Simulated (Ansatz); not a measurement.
`CO[Si](O)(F)F` → `[CH3]`• + `[O][Si](O)(F)F`• at 400 K and 1 bar (homolysis of the C–O bond).

Computed with Ansatz on PBE0-D4/def2-TZVP structures; ΔE is electronic, products minus reactants. CCSD(T)/CBS is the MP2 limit (def2-TZVPP, def2-QZVPP) plus CCSD(T) − MP2 in def2-TZVPP, frozen cores. This one scheme is used for every species. No spin–orbit coupling; open shells (•) take unrestricted orbitals. One conformer a species, not always the lowest.

```
          species  CCSD(T)/CBS energy (Eh)  H − E (kJ/mol)  S (J/(mol·K))
  `CO[Si](O)(F)F`               -679.71512           202.8          404.7
         `[CH3]`•                -39.78218            92.9          206.6
`[O][Si](O)(F)F`•               -639.76464            88.1          349.2
```

H − E and S are ideal-gas, rigid-rotor, harmonic terms from PBE0-D4/def2-TZVP, for one conformer and one mirror image of each species, with the whole ground term of open shells counted as degenerate. 1 Eh = 2625.50 kJ/mol, R = 8.31446 J/(mol·K).

Question: By hand: ΔE, ΔH, ΔS and ΔG.

Answer: ΔE = (-39.78218) + (-639.76464) − (-679.71512) = 0.16830 Eh = 441.9 kJ/mol. Δ(H − E) = 92.9 + 88.1 − 202.8 = -21.8, so ΔH = 420.1 kJ/mol. ΔS = 206.6 + 349.2 − 404.7 = 151.1 J/(mol·K). ΔG = 420.1 − 400 × (151.1)/1000 = 359.7 kJ/mol.

Question: By hand: the equilibrium constant, and the temperature at which ΔG would vanish if ΔH and ΔS stayed fixed.

Answer: log₁₀ K = −ΔG/(RT ln 10) = -47.0. ΔG = 0 at ΔH/ΔS = 2780 K, far beyond where these terms or the molecules hold.

The number of gas molecules changes by +1, which sets the sign of ΔS. A doubt of 5 kJ/mol in ΔE shifts log₁₀ K by 0.7 here. Other conformers and mirror images would add mixing entropy, several J/(mol·K) or more a flexible species. These are equilibria of isolated gas molecules and say nothing of rates. Largest T1 diagnostic: 0.014 (customary marks: 0.02 for closed shells, 0.045 for open ones).
